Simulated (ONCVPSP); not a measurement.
**Varying the ONCV potential for mercury**

Base potential:

ONCVPSP 4.0.1 input, shortened (lines: element, Z, core and valence counts, functional; n l f; lmax; l rc ep ncon nbas qcut; lloc lpopt rc5 dvloc0; l nproj debl; icmod fcfact rcfact), PW91, scalar-relativistic:

```
  Hg 80.00   10    4  -109134      upf
    1    0    2.00
    2    0    2.00
    2    1    6.00
    3    0    2.00
    3    1    6.00
    3    2   10.00
    4    0    2.00
    4    1    6.00
    4    2   10.00
    4    3   14.00
    5    0    2.00
    5    1    6.00
    5    2   10.00
    6    0    1.50
    2
    0    1.50    0.00    4    7    6.00
    1    1.05    0.00    4    7    6.40
    2    2.25    0.00    5   10    5.70
    4    1    0.80    0.00
    0    3    3.50
    1    2    1.50
    2    1    1.30
    0    0.00    0.00
```

In the p channel the program set the typed energies aside and used -2.609, 0.250 Ha.

All-electron outer shells of the reference configuration (PW91, scalar-relativistic, ld1.x):

```
shell  level (eV)  outermost node (bohr)  outermost maximum (bohr)
   5s     -122.69                   0.47                      0.82
   4f     -100.38                      –                      0.37
   5p      -71.00                   0.50                      0.93
   5d      -14.28                   0.55                      1.17
   6s      -10.74                   1.08                      2.18
```

Cutoffs, loose and tight: the cutoffs (Ha) at which the residual kinetic energy of the hardest occupied pseudo-wave falls to 1 and 0.1 mHa per electron. They do not see the model core or the augmentation charge, which bear on the density cutoff. Test errors are all-electron minus pseudo excitation energies from the reference, over the configurations 5s2 5p6 5d10 6s2; 5s2 5p6 5d10 6s1; 5s2 5p6 5d10 6s0; 5s2 5p6 5d10 6s0 6p2. A dash means not determined; rows that change the core or the reference have their own tests.

```csv
change,outcome,"cutoff, loose","cutoff, tight",bound ghosts,GHOST(+) flags above zero,largest test error (meV)
base,"generated, projector energies reset by the program",124 Ha,143 Ha,none,s,-12
"local potential polynomial inside 0.80 bohr (lpopt 1, dvloc0 -2 Ha)","generated, projector energies reset by the program",124 Ha,143 Ha,none,"s, p",-12
"local potential polynomial inside 0.80 bohr (lpopt 1, dvloc0 -0.5 Ha)","generated, projector energies reset by the program",124 Ha,143 Ha,none,s,-12
"local potential polynomial inside 0.80 bohr (lpopt 1, dvloc0 0.5 Ha)","generated, projector energies reset by the program",124 Ha,143 Ha,none,s,-12
"local potential polynomial inside 0.80 bohr (lpopt 1, dvloc0 2 Ha)","generated, projector energies reset by the program",124 Ha,143 Ha,none,s,-12
"local potential polynomial inside 0.80 bohr (lpopt 1, dvloc0 3 Ha)","generated, projector energies reset by the program",124 Ha,143 Ha,none,"s, d",-12
"local potential polynomial inside 0.80 bohr (lpopt 1, dvloc0 4.5 Ha)","generated, projector energies reset by the program",124 Ha,143 Ha,none,"s, d",-12
"local potential polynomial inside 0.80 bohr (lpopt 1, dvloc0 6 Ha)","generated, projector energies reset by the program",124 Ha,143 Ha,none,"s, d",-12
"local potential polynomial inside 0.80 bohr (lpopt 1, dvloc0 7.5 Ha)","generated, projector energies reset by the program",124 Ha,143 Ha,none,s,-12
"local potential polynomial inside 0.80 bohr (lpopt 1, dvloc0 9.5 Ha)","generated, projector energies reset by the program",124 Ha,143 Ha,none,s,-12
```

Reading the sweep of the dvloc0 (base included, trends over the rows without a ghost): The loose cutoff stays near 124 Ha. The median size of the test errors (rows with all tests solved) stays near 3.4 meV.
